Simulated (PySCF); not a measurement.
SMILES C[C](C)O (C3H7O), doublet, CAM-B3LYP/def2-SVP optimised geometry.

```
11

C     -1.47    -0.28     0.08
C      0.02    -0.37     0.00
C      0.89     0.65     0.65
O      0.47    -1.67     0.00
H     -1.85    -0.53     1.09
H     -1.81     0.73    -0.17
H     -1.93    -0.99    -0.63
H      1.93     0.58     0.29
H      0.92     0.53     1.75
H      0.53     1.67     0.44
H      1.43    -1.67     0.00
```

Density from unrestricted CAM-B3LYP/def2-TZVP in PySCF 2.14.0 at that geometry.

Minimum of the electron density along straight lines between bonded atoms, close to the bond critical point (lines longer than 1.1 times the sum of covalent radii, or with two minima, are not listed):

| bond | length / Å | ρ at the minimum / e bohr⁻³ | ∇²ρ there / e bohr⁻⁵ | position (fraction from the first atom) |
|---|---|---|---|---|
| C1–C2 | 1.487 | 0.269 | -0.73 | 0.49 |
| C2–C3 | 1.491 | 0.266 | -0.71 | 0.51 |
| C2–O4 | 1.369 | 0.283 | -0.44 | 0.34 |
| C1–H5 | 1.110 | 0.265 | -0.87 | 0.64 |
| C1–H6 | 1.100 | 0.273 | -0.93 | 0.64 |
| C1–H7 | 1.100 | 0.273 | -0.93 | 0.64 |
| C3–H8 | 1.104 | 0.269 | -0.90 | 0.64 |
| C3–H9 | 1.111 | 0.264 | -0.87 | 0.64 |
| C3–H10 | 1.099 | 0.273 | -0.93 | 0.64 |
| O4–H11 | 0.965 | 0.359 | -2.43 | 0.80 |
